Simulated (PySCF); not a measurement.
# Spin states and ions at one geometry of [BiCl4]−

PySCF 2.14.0, RKS BP86, Bi def2-SVP with ECP60, Cl def2-SVP; non-relativistic Hamiltonian with scalar-relativistic core potentials where named; density fitting; no spin-orbit coupling; singlets restricted, open shells unrestricted. The geometry is relaxed for charge -1, singlet, vacuum:

```xyz
5

Bi    0.0000    0.0000    0.0000
Cl    1.5209    1.5209    1.5209
Cl   -1.5209   -1.5209    1.5209
Cl    1.5209   -1.5209   -1.5209
Cl   -1.5209    1.5209   -1.5209
```

Energies count from the relaxed state; an electron taken off or put on is at rest in vacuum. Charges and spins are Mulliken's.

```tsv
state	energy (eV)	spin squared	charge on Bi1 (e)	spin on Bi1 (e)	dipole about the centre of mass (D)
charge -1, singlet, vacuum	0.00	0.00	0.81	0.00	0.00
charge 0, doublet, vacuum	4.71	0.75	0.91	0.01	0.00
```

Problem. What does the state charge -1, triplet, vacuum give?

Solution. energy (eV) 3.70, spin squared 2.00, charge on Bi1 (e) 0.47, spin on Bi1 (e) 0.89, dipole about the centre of mass (D) 0.00.

With an electron taken off (doublet) the charges change, summed by element, by Bi +0.10 e, Cl +0.90 e. The vertical ionisation energy is 4.71 eV, against −ε(HOMO) = 2.13 eV of the relaxed state. The level lies 2.6 eV too high, as is usual for semilocal functionals and global hybrids, which keep a self-interaction error.

Open shells may have lower solutions than those found. Hard to converge, so the more doubtful: charge -1, triplet, vacuum.
